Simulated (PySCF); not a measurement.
A small calculation by hand: entropy of an ideal gas

SnH2FBr, SMILES [Br][SnH2][F].

The structure is a stationary point at PBE-D3(BJ)/def2-SVP. The def2 effective core potentials stand for the cores of Sn; spin–orbit coupling is left out.

PBE-D3(BJ)/def2-SVP in PySCF 2.14.0 gives the harmonic wavenumbers 127, 257, 402, 491, 609, 624, 638, 1867, 1897 cm⁻¹ and the rotational temperatures 0.4119, 0.0678, 0.0595 K. The molar mass is 219.63 g/mol, the symmetry number 1, the spin multiplicity 1.

Task: Work out the entropy at 298.15 K and 1 atm in the rigid-rotor, harmonic-oscillator model.

Result: 
Translation (Sackur–Tetrode at 1 atm): S = R[1.5 ln M + 2.5 ln T − 1.16487] = 176.0 J/(mol K).
Rotation: q = (√π/σ) T^1.5/√(θA θB θC) = 224000, S = R[ln q + 3/2] = 114.9 J/(mol K).
Vibration: with u = 1.4388 ν/T, each mode gives R[u/(e^u − 1) − ln(1 − e^−u)]:
| ν (cm⁻¹) | modes | u | S (J/(mol K)) |
|---|---|---|---|
| 127 | 1 | 0.61 | 12.51 |
| 257 | 1 | 1.24 | 7.04 |
| 402 | 1 | 1.94 | 4.00 |
| 491 | 1 | 2.37 | 2.85 |
| 609 | 1 | 2.94 | 1.82 |
| 624 | 1 | 3.01 | 1.72 |
| 638 | 1 | 3.08 | 1.63 |
| 1867 | 1 | 9.01 | 0.01 |
| 1897 | 1 | 9.15 | 0.01 |
These are all the modes. Sum 31.6 J/(mol K).
Spin: R ln 1 = 0.0 J/(mol K).
Total 322.5 J/(mol K); the program's own thermochemistry gives 322.5. Translation makes up 55 % and vibration 10 %. Anharmonicity, hindered rotation and orbital degeneracy are left out.
